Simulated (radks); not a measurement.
Re XII, configuration [Kr] 4d10 4f14 5s2 5p2 (the NIST ground configuration).

All-electron calculation, non-relativistic Kohn-Sham, LB94 model potential, spin-polarised, spherical densities, point nucleus; open shells are filled with parallel spins first (spin-orbit coupling, left out, can overturn this in heavy ions); relativity is left out, which matters for an element this heavy. Program: a radial shooting solver on a logarithmic mesh with Libxc functionals.

Energy parts (eV):
| part | energy |
|---|---|
| kinetic | 429388.51 |
| electron-nucleus | -1009497.62 |
| Hartree | 159843.83 |
(The LB94 potential has no energy functional, so no total or exchange-correlation energy is given.)

Orbitals (lengths in bohr, moments of r in powers of bohr):
orbital  occ.  eigenvalue (eV)      <r>      <r^2>
1s up       1        -65957.80  0.02018  0.0005440
1s down     1        -65957.79  0.02018  0.0005440
2s up       1        -11059.97  0.08515   0.008496
2s down     1        -11059.83  0.08515   0.008496
2p up       3        -10623.80  0.07198   0.006274
2p down     3        -10623.55  0.07198   0.006274
3s up       1        -2699.548   0.2159    0.05305
3s down     1        -2699.378   0.2159    0.05306
3p up       3        -2494.640   0.2059    0.04899
3p down     3        -2494.448   0.2060    0.04899
3d up       5        -2111.396   0.1804    0.03799
3d down     5        -2111.239   0.1804    0.03799
4s up       1        -704.3724   0.4814     0.2609
4s down     1        -704.1900   0.4817     0.2613
4p up       3        -618.1438   0.4874     0.2696
4p down     3        -618.0126   0.4879     0.2701
4d up       5        -460.4509   0.5006     0.2892
4d down     5        -460.4358   0.5011     0.2899
5s down     1        -254.7967    1.037      1.197
5s up       1        -254.7720    1.042      1.209
4f down     7        -252.5889   0.5435     0.3565
4f up       7        -252.4681   0.5428     0.3557
5p up       2        -225.5098    1.102      1.354
5p down     0        -225.2947    1.096      1.340

The highest occupied level is 5p up at -225.51 eV. Summed over all electrons, <r^2> = 15.97 bohr^2, which gives a Langevin (diamagnetic) susceptibility term of -12.6 x 10^-6 cm^3/mol. The electron density at the nucleus is 3.023e+05 e/bohr^3. Spin moment in Bohr magnetons: 2. The density falls to 0.001 e/bohr^3 at r = 2.23 bohr.
